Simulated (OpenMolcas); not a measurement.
V3+ in a point-charge field

V3+ among 3 point charges of -1.5 e arranged as a planar triangle (D3h), 1.74 Å from the ion.

```yaml
Program: OpenMolcas
Method: "SS-CASPT2, IPEA 0.25 Eh, imaginary shift 0.1 Eh (closed shells correlated: 3s 3p)"
Basis: ANO-RCC-VDZP [5s4p2d1f]
Scalar_Hamiltonian: DKH2, point nucleus
Active_space: 2 electrons in 5 orbitals (3d)
State_averaging: 2S+1 = 3 even, 10 roots; 2S+1 = 1 even, 15 roots
Spin-orbit_coupling: state interaction with AMFI integrals over the reference wave functions
```

The lowest spin-free states (labels of D3, the rotations of D3h), above the lowest:

| State | Degeneracy | E (cm-1) | Free-ion L (%) |
| --- | --- | --- | --- |
| 3A2 | 1 | 0 | F (93) |
| 3E | 2 | 550 | F (88) |
| 3E | 2 | 6500 | F (100) |
| 3A1 | 1 | 7790 | F (100) |
| 3A2 | 1 | 7830 | F (100) |
| 1E | 2 | 11900 | D (78) |
| 1E | 2 | 12020 | G (58) |
| 1A1 | 1 | 12160 | G (58) |
| 3E | 2 | 16410 | P (88) |
| 1A1 | 1 | 18880 | D (52) |
| 1E | 2 | 20930 | D (58) |
| 1E | 2 | 22250 | G (78) |
| 1A1 | 1 | 26810 | G (100) |
| 1A2 | 1 | 26850 | G (100) |
| 3A2 | 1 | 30760 | P (93) |
| 1E | 2 | 38220 | G (100) |
| 1A1 | 1 | 52500 | S (91) |

The lowest levels with spin-orbit coupling:

| E (cm-1) | Degeneracy | Label | 2S+1 | g |
| --- | --- | --- | --- | --- |
| 0 | 1 | A1 | 3 |  |
| 96 | 2 | E | 3 | 0.00 0.00 3.75 |
| 630 | 1 | A2 | 3 |  |
| 810 | 1 | A1 | 3 |  |
| 820 | 2 | E | 3 | 0.00 0.00 2.25 |
| 830 | 2 | E | 3 | 0.00 0.00 6.00 |
| 6470 | 2 | E | 3 | 0.00 0.00 0.02 |
| 6660 | 2 | E | 3 | 0.00 0.00 3.92 |
| 6880 | 1 | A2 | 3 |  |
| 6880 | 1 | A1 | 3 |  |
| 7700 | 2 | E | 3 | 0.00 0.00 2.04 |
| 8010 | 1 | A2 | 3 |  |
| 8040 | 1 | A1 | 3 |  |
| 8320 | 2 | E | 3 | 0.00 0.00 9.98 |
| 12100 | 2 | E | 1 | 0.00 0.00 3.99 |
| 12220 | 2 | E | 1 | 0.00 0.00 2.00 |
| 12360 | 1 | A1 | 1 |  |
| 16470 | 1 | A1 | 3 |  |
| 16490 | 1 | A2 | 3 |  |
| 16590 | 2 | E | 3 | 0.00 0.00 1.98 |

Powder χT (cm3 K/mol): 0.0037 at 2 K, 0.0185 at 10 K, 0.143 at 50 K, 0.338 at 100 K, 0.61 at 200 K, 0.844 at 300 K. The effective moment at 300 K is 2.828 √(χT) = 2.60 μB.

The lowest level has 2S+1 = 3, for which the spin-only value is χT = S(S+1) / 2 = 1.000 cm3 K/mol (g = 2). The computed 0.844 at 300 K differs by -0.156, through orbital momentum, spin-orbit coupling and any other state in reach.

Roots that are degenerate in the reference are averaged as groups; the widest CASPT2 spread within a group is 100 cm-1 (the 2-fold group of multiplicity 3 near 6500 cm-1 above the lowest state of its run). Shifts and gaps below about the spread of the groups concerned are not significant. Free-ion shares, where given, are those of the reference states; single-state CASPT2 does not remix them. This is an electrostatic model: the charges have no orbitals. No measured value stands beside these numbers.

The CASPT2 steps took 1.9 s on 1 thread of Intel(R) Xeon(R) Platinum 8375C CPU @ 2.90GHz (Ice Lake), on a shared host; the integral step is not counted.

With an even number of electrons the g values are those of a degenerate or nearly degenerate non-Kramers pair.
